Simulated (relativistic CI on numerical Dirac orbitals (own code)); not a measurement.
## Electric-dipole transitions in Eu XXVI

Computed by Dirac-Coulomb-Breit CI, orbitals from a KLI potential per configuration, model QED (radiative potential, 1s self-energy scaled to tabulated hydrogen-like ionisation energies), unscaled Slater integrals (own radial code, finite nucleus).

Configurations in the expansion (outside the closed core [Ar] 3d10): 4s²4p⁶4d², 4s²4p⁵4d³, 4s²4p⁶4d4f, 4s4p⁶4d³, 4s²4p⁵4d²4f, 4s4p⁶4d²4f, 4s²4p⁶4d5s, 4s²4p⁶4d5p, 4s²4p⁶4f5s, 4s²4p⁶4f², 4s²4p⁵4f³, 4s4p⁶4f³, 4s²4p⁶4f5p, 4s²4p⁵4f²5p, 4s4p⁶4f²5p. Double excitations out of closed p, d and f shells are left out; levels of such configurations are missing from the list, as are those of other unlisted configurations, and high levels can miss mixing partners.

```tsv
λ vac (nm)	Lower	Upper	A (s⁻¹)	log gf	S velocity/length
6.6376	4s²4p⁶4d² ³F2 [1]	4s²4p⁵4d³ ³D°1 [127]	1.16e+12	0.36	0.72
6.6803	4s²4p⁶4d² ³F3 [3]	4s²4p⁵4d³ ³D°2 [131]	5.47e+11	0.26	0.69
6.7181	4s²4p⁶4d² ³F3 [3]	4s²4p⁵4d³ ³D°3 [129]	3.70e+11	0.24	0.73
6.7640	4s²4p⁶4d² ³P2 [4]	4s²4p⁵4d³ ³S°1 [132]	1.64e+12	0.53	0.68
6.8280	4s²4p⁶4d² ³P1 [6]	4s²4p⁵4d³ ³D°2 [131]	1.53e+12	0.73	0.73
6.8354	4s²4p⁶4d² ³P2 [4]	4s²4p⁵4d³ ³D°3 [129]	9.76e+11	0.68	0.70
6.8427	4s²4p⁶4d² ³F4 [5]	4s²4p⁵4d³ ³F°4 [130]	1.87e+12	1.07	0.71
6.8473	4s²4p⁶4d² ³F4 [5]	4s²4p⁵4d³ ³D°3 [129]	7.54e+11	0.57	0.74
6.8579	4s²4p⁶4d² ³P0 [2]	4s²4p⁵4d³ ³D°1 [127]	1.23e+12	0.42	0.68
6.8882	4s²4p⁶4d² ³F3 [3]	4s²4p⁵4d³ ³D°2 [126]	6.18e+11	0.34	0.79
6.8991	4s²4p⁶4d² ³P2 [8]	4s²4p⁵4d³ ³D°3 [138]	1.88e+12	0.97	0.75
6.9022	4s²4p⁶4d² ¹G4 [7]	4s²4p⁵4d³ ¹G°4 [135]	2.06e+12	1.12	0.68
6.9079	4s²4p⁶4d² ³P2 [8]	4s²4p⁵4d³ ¹D°2 [137]	1.70e+12	0.78	0.78
6.9160	4s²4p⁶4d² ¹G4 [7]	4s²4p⁵4d³ ³G°5 [134]	1.78e+12	1.15	0.79
6.9306	4s²4p⁶4d² ³P2 [8]	4s²4p⁵4d³ ¹P°1 [136]	2.06e+12	0.65	0.70
6.9325	4s²4p⁶4d² ¹G4 [7]	4s²4p⁵4d³ ¹F°3 [133]	1.48e+12	0.87	0.81
6.9398	4s²4p⁶4d² ³F4 [5]	4s²4p⁵4d³ ¹F°3 [128]	3.78e+11	0.28	0.85
6.9502	4s²4p⁶4d² ¹S0 [9]	4s²4p⁵4d³ ¹P°1 [139]	1.92e+12	0.62	0.73
7.0329	4s²4p⁶4d² ³F2 [1]	4s²4p⁵4d³ ³F°2 [113]	1.65e+12	0.79	0.75
7.0977	4s²4p⁶4d² ³F3 [3]	4s²4p⁵4d³ ³D°2 [118]	5.09e+11	0.28	0.81
7.1029	4s²4p⁶4d² ³F4 [5]	4s²4p⁵4d³ ³D°3 [124]	5.34e+11	0.45	0.81
7.1264	4s²4p⁶4d² ³F3 [3]	4s²4p⁶4d4f ³G°4 [117]	1.44e+12	0.99	0.80
7.1295	4s²4p⁶4d² ³F4 [5]	4s²4p⁶4d4f ¹H°5 [123]	1.59e+12	1.12	0.82
7.1366	4s²4p⁶4d² ³F3 [3]	4s²4p⁵4d³ ³F°3 [116]	1.28e+12	0.83	0.75
7.1539	4s²4p⁶4d² ³P2 [4]	4s²4p⁵4d³ ³D°2 [122]	7.35e+11	0.45	0.75
7.2287	4s²4p⁶4d² ³P2 [4]	4s²4p⁵4d³ ³D°2 [118]	5.56e+11	0.34	0.81
7.2406	4s²4p⁶4d² ³F2 [1]	4s²4p⁶4d4f ³G°3 [106]	1.71e+12	0.97	0.81
7.2459	4s²4p⁶4d² ³P1 [6]	4s²4p⁵4d³ ³P°1 [120]	8.23e+11	0.29	0.81
7.2690	4s²4p⁶4d² ³P2 [4]	4s²4p⁵4d³ ³F°3 [116]	5.23e+11	0.46	0.77
7.2719	4s²4p⁶4d² ³F4 [5]	4s²4p⁶4d4f ³G°4 [117]	2.54e+11	0.26	0.74
```

Terms are leading LS components. Brackets give the number of a level in order of energy, since labels repeat. The list gives strong lines, with weight on those to low levels, among the lowest 200 of 1718 levels, so that lines to higher ones, which can be the strongest, are missing. Levels whose partners in the same complex of configurations lie outside the list can be far off, and so can their lines. Rates are taken at the computed energies, electric ones in the length gauge. A velocity-to-length ratio far from 1 marks an uncertain rate.

At this charge energies of transitions that change n are usually good to better than 1 %, and those within a shell (Δn = 0) to a few per cent. Terms inside the open d or f shell come out 10 to 20 % too wide with unscaled integrals.

LS names give the leading component of a level, which can be under half, so a name can repeat, a term be missing and a line seem to break the LS rules.
